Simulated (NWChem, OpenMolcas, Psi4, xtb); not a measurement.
# A ladder of methods for C2H8OSi (SMILES CC[SiH2]O)

C2H8OSi has 12 atoms, charge 0, and is taken as a singlet. As SMILES, `CC[SiH2]O`. The shape is that of a PBE0-D4/def2-TZVP optimisation. This is one conformer, not always the lowest.

```xyz
12

C    -1.4620   -0.3151   -0.1304
C    -0.1931   -0.5952    0.6706
Si    1.3481    0.1382   -0.0886
O     1.2580    1.7827   -0.2296
H    -1.3847   -0.7013   -1.1508
H    -1.6591    0.7583   -0.1987
H    -2.3414   -0.7753    0.3268
H    -0.2921   -0.2109    1.6917
H    -0.0311   -1.6758    0.7672
H     1.5558   -0.4735   -1.4355
H     2.5306   -0.1249    0.7691
H     0.7481    2.1376   -0.9579
```

Each level gives the dipole moment (D). The values are calculated.

```csv
level,kind,program,value (D)
GFN2-xTB,semi-empirical,xtb,1.53
HF/cc-pVDZ,Hartree–Fock,Psi4,1.70
SVWN5/cc-pVDZ,LDA,OpenMolcas,1.60
BLYP/cc-pVDZ,GGA,OpenMolcas,1.53
PBE/cc-pVDZ,GGA,NWChem,1.55
r2SCAN/cc-pVDZ,meta-GGA,OpenMolcas,1.59
BHLYP/cc-pVDZ,global hybrid,OpenMolcas,1.62
```

The values span 1.53 to 1.70 D. Magnitudes only.
